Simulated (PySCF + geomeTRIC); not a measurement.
Species: [Hf(Br)4] (charge 0, multiplicity 1).

Question: Give a relaxed geometry from BP86-D3(BJ)/def2-SVP (PySCF + geomeTRIC).

Answer: the end point of this relaxation.
Z-matrix (Å, degrees):
```
Hf
Br 1 2.4830
Br 1 2.4830 2 109.48
Br 1 2.4831 2 109.45 3 119.99
Br 1 2.4832 2 109.45 4 120.01
```
